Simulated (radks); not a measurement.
Results of a calculation; reference values are marked as such.
How relativity changes the ionisation of the technetium ion Tc+ ([Kr] 4d5 5s1) to Tc2+ ([Kr] 4d5). Spin-unpolarised spherical Kohn-Sham, LDA (Slater exchange, Perdew-Wang correlation), point nucleus unless stated (finite: rms radius 4.4112 fm), a radial shooting solver on a logarithmic mesh with Libxc functionals. A level marked "c x" has the speed of light scaled by that factor and shares open shells by 2j + 1; other Dirac levels either fill j = l - 1/2 first or share by 2j + 1.

| level | E(Tc+) (hartree) | E(Tc2+) (hartree) | IE (eV) | HOMO | <r> HOMO (bohr) |
|---|---|---|---|---|---|
| non-rel. | -4201.87491 | -4201.33639 | 14.654 | 5s | 3.091 |
| scalar-rel. | -4280.94909 | -4280.39069 | 15.195 | 5s | 3.006 |
| scalar-rel., finite nucleus | -4280.88483 | -4280.32643 | 15.195 | 5s | 3.006 |
| Dirac, 2j+1 shares | -4281.62638 | -4281.06797 | 15.195 | 5s1/2 | 3.006 |
| Dirac, low j first | -4281.64822 | -4281.09077 | 15.169 | 5s1/2 | 3.009 |
| Dirac, 2j+1 shares, finite nucleus | -4281.56199 | -4281.00359 | 15.195 | 5s1/2 | 3.006 |
| Dirac, c x 0.75 | -4349.53113 | -4348.95519 | 15.672 | 5s1/2 | 2.937 |
| Dirac, c x 0.85 | -4314.45514 | -4313.88833 | 15.424 | 5s1/2 | 2.973 |
| Dirac, c x 1.5 | -4236.36084 | -4235.81382 | 14.885 | 5s1/2 | 3.054 |

NIST Atomic Spectra Database: 15.260 eV (semi-empirical). The relativistic part of the total energy of Tc+ is -79.69 hartree (Dirac, 2j+1 shares, finite nucleus), 1.9 % of the non-relativistic value. Spin polarisation and multiplet splitting of open shells are left out at every level.

Beside tabulated values, note that relativity, absent from the non-relativistic runs, is large for the heavy elements, and spin-unpolarised runs miss the spin-polarisation part of the exchange energy of open shells.
